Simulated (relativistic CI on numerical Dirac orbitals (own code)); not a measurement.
## What each ingredient does to the levels of Ta62+

Base calculation: Dirac-Coulomb-Breit CI, orbitals from a KLI potential per configuration, a model potential for QED, unscaled Slater integrals.

CI space (outside the closed core [Ne]): 3s, 3p, 3d, 4s, 4p, 4d, 4f, 5s, 5p, 5d, 5f, 5g, 6s, 6p, 6d, 7s, 7p. Levels of other configurations are missing.

Variants: (1) configuration mixing switched off. Shifts of the energy above 3s 2S_1/2, in eV, for the lowest level and the first level of each name with at least 55 % of one term (blank where a level changes its place among those of its configuration and J or its character, or is not in the variant):

```
     Level     Base   Δ(1)
 3s 2S_1/2     0.00   0.00
3p 2P°_1/2   156.43  +0.02
3p 2P°_3/2   506.92  -0.02
 3d 2D_3/2   690.69  -0.01
 3d 2D_5/2   770.44  -0.04
 4s 2S_1/2  3145.87  -0.06
4p 2P°_1/2  3210.49  -0.06
4p 2P°_3/2  3353.98  -0.05
 4d 2D_3/2  3423.70  -0.06
 4d 2D_5/2  3458.17  -0.05
4f 2F°_5/2  3494.75  -0.04
4f 2F°_7/2  3509.88  -0.04
 5s 2S_1/2  4545.63  -0.06
5p 2P°_1/2  4578.07  -0.07
```

At this charge energies of transitions that change n are usually good to better than 1 %, and those within a shell (Δn = 0) to a few per cent.

Ionisation energy from the two ground configurations alone: base 6899.78 eV. The NIST ASD value (theoretical) is 6900 eV.
